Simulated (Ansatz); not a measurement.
H₅NO₃Si, singlet, geometry from GFN2-xTB; CASSCF(6,6)/6-31G (Ansatz, a program for electronic structure).

Here is a job for Ansatz.
Ansatz 0.2 input:
```yaml
crystal:
  periodic: [false, false, false]
  atoms:
    - {symbol: N, position_ang: [1.60142384, -0.55216377, -0.23355688]}
    - {symbol: Si, position_ang: [-0.01584553, 0.00617632, -0.00596552]}
    - {symbol: O, position_ang: [-0.03966332, 1.36178266, 0.88511540]}
    - {symbol: O, position_ang: [-0.71051353, 0.36391750, -1.43717968]}
    - {symbol: O, position_ang: [-0.84911248, -1.12149612, 0.82986988]}
    - {symbol: H, position_ang: [1.72991780, -1.44105165, -0.68793388]}
    - {symbol: H, position_ang: [2.25004027, 0.10953181, -0.62741978]}
    - {symbol: H, position_ang: [0.21857874, 1.29204204, 1.79894336]}
    - {symbol: H, position_ang: [-1.44001222, 0.97740207, -1.44982216]}
    - {symbol: H, position_ang: [-0.95233946, -1.99287887, 0.46220329]}
basis:
  gaussian:
    orbitals: 6-31G
hamiltonian:
  xc: hf
magnetization: {spin_polarized: false}
correlation: {active_space: {window: {electrons: 6, orbitals: 6}}}
```

What the program printed (banner, timings and long lists left out):

```
Functional definition: HF
657 factors; integrals over basis functions are off by at most 2.8e-4 eV
mean field evaluation 1: about -15528.4372 eV, gradient 5.3e1 eV
mean field evaluation 2: about -15528.4435 eV, gradient 5.3e1 eV
mean field evaluation 4: about -15533.6260 eV, gradient 2.3e0 eV
mean field evaluation 8: about -15533.6447 eV, gradient 2.6e-4 eV
mean field -15533.64470109 eV, -570.8509136825 hartree, gradient 7.6e-6 eV, S^2 0.000000; 0 other end points of the search recorded, 0 dependent functions left out
reference -15533.64470109 eV, -570.8509136825 hartree; 25, 25 occupied and 34, 34 virtual orbitals, 657 factors
state -15536.00747533 eV, -570.9377440342 hartree
2 active orbitals were swapped for others, from the solution at -15534.95685107 eV, -570.8991343048 hartree to that at -15535.23144652 eV, -570.9092255016 hartree; typed "places" are swapped only where nearly empty or full, and so, without "given_window_search", are "orbital_numbers", "shells" and a window whose orbitals a file names under [Active]
2 active orbitals were swapped for others, from the solution at -15535.23144652 eV, -570.9092255016 hartree to that at -15536.00747533 eV, -570.9377440342 hartree; typed "places" are swapped only where nearly empty or full, and so, without "given_window_search", are "orbital_numbers", "shells" and a window whose orbitals a file names under [Active]
2 active orbitals were swapped for others, from the solution at -15535.29080870 eV, -570.9114070215 hartree to that at -15536.00747533 eV, -570.9377440342 hartree; typed "places" are swapped only where nearly empty or full, and so, without "given_window_search", are "orbital_numbers", "shells" and a window whose orbitals a file names under [Active]
Total energy: -15536.00747533 eV, -570.9377440342 hartree
```
